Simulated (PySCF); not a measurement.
**Radial density of Be (beryllium, neutral)**

UHF, [He] 2s2, closed-shell 1S. Computed with PySCF 2.14 in cc-pVTZ (4s3p2d1f, 30 functions), with no relativity, point nucleus.

```json
{"r (bohr)": "0.00547", "4πr²ρ (e/bohr)": "0.01270"}
{"r (bohr)": "0.00920", "4πr²ρ (e/bohr)": "0.03499"}
{"r (bohr)": "0.0155", "4πr²ρ (e/bohr)": "0.09395"}
{"r (bohr)": "0.0260", "4πr²ρ (e/bohr)": "0.2447"}
{"r (bohr)": "0.0438", "4πr²ρ (e/bohr)": "0.6009"}
{"r (bohr)": "0.0736", "4πr²ρ (e/bohr)": "1.344"}
{"r (bohr)": "0.124", "4πr²ρ (e/bohr)": "2.567"}
{"r (bohr)": "0.208", "4πr²ρ (e/bohr)": "3.790"}
{"r (bohr)": "0.350", "4πr²ρ (e/bohr)": "3.675"}
{"r (bohr)": "0.589", "4πr²ρ (e/bohr)": "1.807"}
{"r (bohr)": "0.991", "4πr²ρ (e/bohr)": "0.5096"}
{"r (bohr)": "1.67", "4πr²ρ (e/bohr)": "0.7248"}
{"r (bohr)": "2.80", "4πr²ρ (e/bohr)": "0.6252"}
{"r (bohr)": "4.72", "4πr²ρ (e/bohr)": "0.1285"}
{"r (bohr)": "7.93", "4πr²ρ (e/bohr)": "0.003264"}
```
